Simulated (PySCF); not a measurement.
Correlation energy of Hf⁶³⁺ (hafnium, charge +63)

[He] 2s2 2p5, 2P determinant. Computed with PySCF 2.14 in an even-tempered Gaussian basis (17 s from 40 bohr⁻², ratio 2.2; 10 p from 52 bohr⁻², ratio 2.2; 5 d from 210 bohr⁻², ratio 2.4; 5 f from 310 bohr⁻², ratio 2.4; 4 g from 470 bohr⁻², ratio 2.4), with no relativity, point nucleus. Frozen: nothing; 9 electrons correlated; the 11 highest virtual orbitals of each spin left out.

MP2 pair energies summed by pair of shells (mhartree):

```csv
pair,energy,share (%)
2p-2p,-150.72,45.3
2s-2p,-84.45,25.4
1s-2p,-39.70,11.9
1s-1s,-35.92,10.8
2s-2s,-12.74,3.8
1s-2s,-9.15,2.8
```

Total MP2 correlation energy: -332.68 mhartree.

At this charge a non-relativistic calculation is a model, useful for the Z dependence of the correlation energy.
